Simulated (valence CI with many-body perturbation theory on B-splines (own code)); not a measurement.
**Gd³³⁺: one-electron terms**

Level of theory: relativistic CI+MBPT: three valence electrons over a frozen Dirac-Fock core [Ar] 3d10, a basis of 11 s, 11 p, 9 d, 7 f, 5 g, 2 h, 1 i functions for each j, with the one-electron correlation potential Σ1 (screened to all orders), the two-electron term Σ2, the three-electron term Σ3, Breit, model QED; selected single and double excitations, second order for the rest (own B-spline code, finite nucleus).

The last digits are not significant, and no measured levels were compared; by estimate large intervals hold to a few tenths of a per cent, small ones and those within an open d or f shell to about a per cent.

These are the spectroscopic orbitals of the CI (the correlating ones are not listed), shaped by the core and the other valence electrons. h is the expectation value of the core's Dirac-Fock operator, without the valence repulsion; Σ1 is computed up to l = 3 at one energy for each symmetry, that of its lowest orbital but kept below the first core excitation, so for empty shells it is not the orbital's own correlation shift; Breit and QED include the response of the core.

| Orbital | h (hartree) | Σ1 (cm⁻¹) | Breit (cm⁻¹) | QED (cm⁻¹) | ⟨r⟩ (bohr) |
| --- | --- | --- | --- | --- | --- |
| 4s1/2 | -56.298 | -13598 | 7488 | 5637 | 0.4915 |
| 5s1/2 | -33.409 | -4899 | 3326 | 2548 | 0.8291 |
| 6s1/2 | -22.143 | -2363 | 1728 | 1346 | 1.258 |
| 7s1/2 | -15.756 | -1343 | 1024 | 801 | 1.773 |
| 4p1/2 | -53.558 | -14187 | 11728 | 4.9 | 0.4909 |
| 5p1/2 | -32.091 | -5167 | 5241 | 6.4 | 0.8398 |
| 6p1/2 | -21.417 | -2551 | 2797 | 4.5 | 1.276 |
| 7p1/2 | -15.314 | -1467 | 1677 | 3.0 | 1.800 |
| 4p3/2 | -51.829 | -12712 | 7175 | 550 | 0.5086 |
| 5p3/2 | -31.291 | -4802 | 3224 | 252 | 0.8623 |
| 6p3/2 | -20.98 | -2408 | 1845 | 137 | 1.304 |
| 7p3/2 | -15.05 | -1396 | 1110 | 83.0 | 1.833 |
| 4d3/2 | -47.469 | -14029 | 5031 | -304 | 0.5002 |
| 5d3/2 | -29.236 | -5307 | 2333 | -135 | 0.8701 |
| 6d3/2 | -19.85 | -2688 | 1279 | -72.5 | 1.326 |
| 4d5/2 | -47.102 | -13486 | 3069 | -93.4 | 0.5050 |
| 5d5/2 | -29.061 | -5108 | 1371 | -37.1 | 0.8760 |
| 6d5/2 | -19.752 | -2589 | 750 | -18.8 | 1.333 |
| 4f5/2 | -42.443 | -13358 | 1716 | -161 | 0.4703 |
| 5f5/2 | -27.006 | -4404 | 776 | -79.3 | 0.8590 |
| 4f7/2 | -42.363 | -12970 | 561 | -94.6 | 0.4720 |
| 5f7/2 | -26.959 | -4273 | 259 | -44.5 | 0.8611 |
| 5g7/2 | -25.998 |  | 55.2 | -15.0 | 0.7908 |
| 5g9/2 | -25.981 |  | -19.5 | -0.4 | 0.7917 |

Among the shells of the start configuration 4s2 4p1, Σ1 is largest in size for 4p1/2, where it is 0.12 % of h.

Lowest root of each symmetry, sizes in configuration state functions:

```json
{"J": "1/2", "Parity": "even", "Roots": "7", "Reference": "45", "Variational": "6708", "Second order": "6530", "Change by selected CI (cm⁻¹)": "-1761", "Change by second order (cm⁻¹)": "0"}
{"J": "3/2", "Parity": "even", "Roots": "11", "Reference": "74", "Variational": "11905", "Second order": "17784", "Change by selected CI (cm⁻¹)": "-905", "Change by second order (cm⁻¹)": "-1"}
{"J": "5/2", "Parity": "even", "Roots": "12", "Reference": "79", "Variational": "15122", "Second order": "26056", "Change by selected CI (cm⁻¹)": "-1580", "Change by second order (cm⁻¹)": "-1"}
{"J": "7/2", "Parity": "even", "Roots": "7", "Reference": "60", "Variational": "13917", "Second order": "30120", "Change by selected CI (cm⁻¹)": "-2106", "Change by second order (cm⁻¹)": "-3"}
{"J": "9/2", "Parity": "even", "Roots": "3", "Reference": "41", "Variational": "9694", "Second order": "18336", "Change by selected CI (cm⁻¹)": "-2605", "Change by second order (cm⁻¹)": "-4"}
{"J": "1/2", "Parity": "odd", "Roots": "7", "Reference": "47", "Variational": "6345", "Second order": "6820", "Change by selected CI (cm⁻¹)": "-2009", "Change by second order (cm⁻¹)": "0"}
{"J": "3/2", "Parity": "odd", "Roots": "12", "Reference": "77", "Variational": "11410", "Second order": "12207", "Change by selected CI (cm⁻¹)": "-1955", "Change by second order (cm⁻¹)": "0"}
{"J": "5/2", "Parity": "odd", "Roots": "10", "Reference": "78", "Variational": "12849", "Second order": "24921", "Change by selected CI (cm⁻¹)": "-1505", "Change by second order (cm⁻¹)": "-2"}
{"J": "7/2", "Parity": "odd", "Roots": "6", "Reference": "65", "Variational": "10745", "Second order": "29043", "Change by selected CI (cm⁻¹)": "-1960", "Change by second order (cm⁻¹)": "-2"}
{"J": "9/2", "Parity": "odd", "Roots": "2", "Reference": "43", "Variational": "8326", "Second order": "19643", "Change by selected CI (cm⁻¹)": "-1208", "Change by second order (cm⁻¹)": "-4"}
```
